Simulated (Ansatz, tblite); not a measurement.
Removing and adding an electron: SnHMe2I (C₂H₇ISn). Charge 0, multiplicity 1. Geometry: r2SCAN-D4/def2-SVP. Ansatz, gas phase; energy differences of separate SCF runs; the oxidised species was run as a doublet alone; the reduced species was run as a doublet alone.

Cartesian coordinates in Å:
```
Sn -0.260 0.315 0.626
H -1.183 -0.048 2.030
C -1.420 0.155 -1.180
H -1.770 -0.880 -1.308
H -0.797 0.440 -2.039
H -2.287 0.829 -1.123
C 1.581 -0.796 0.546
H 2.167 -0.608 1.457
H 2.162 -0.474 -0.330
H 1.365 -1.872 0.467
I 0.441 2.940 0.854
```

In the def2 sets I, Sn take a core potential; there is no spin–orbit coupling. The xTB rows come from tblite. HOMO above LUMO, or a gap near zero within one spin, warns that the state may not be the lowest or that an electron is smeared out.

```csv
level,−HOMO (eV),vertical IE (eV),−LUMO (eV),vertical EA (eV),HOMO–LUMO gap (eV),IE − EA (eV),remarks
GFN2-xTB,10.98,13.81,7.22,4.66,3.75,9.16,–
PBE-D4/def2-TZVP,6.09,8.89,1.69,–,4.40,–,gap within one spin near zero (+1 doublet)
PBE0-D4/def2-TZVPD,7.22,–,0.94,-0.37,6.28,–,HOMO above zero (-1 doublet)
ωB97X-V/def2-TZVP,9.45,9.32,-1.09,–,10.54,–,–
```

Estimate the rows for GFN1-xTB, PBE-D4/def2-TZVPD, PBE0-D4/def2-TZVP, ωB97X-V/def2-TZVPD.


```tsv
level	−HOMO (eV)	vertical IE (eV)	−LUMO (eV)	vertical EA (eV)	HOMO–LUMO gap (eV)	IE − EA (eV)	remarks
GFN1-xTB	11.08	14.20	6.76	3.94	4.33	10.25	–
PBE-D4/def2-TZVPD	6.11	–	1.75	-0.21	4.36	–	HOMO above zero (-1 doublet)
PBE0-D4/def2-TZVP	7.21	9.16	0.86	–	6.34	–	–
ωB97X-V/def2-TZVPD	9.46	–	-0.85	-0.68	10.31	–	HOMO above zero (-1 doublet)
```

   A HOMO above zero means that the electron is unbound at that level or that self-interaction error raises the level; the energy of removing that electron tells which. Raw xTB energy differences between charge states are shifted by several eV; the methods need an empirical correction for them. A negative affinity means that the extra electron isn't bound; its size then hangs on the basis.
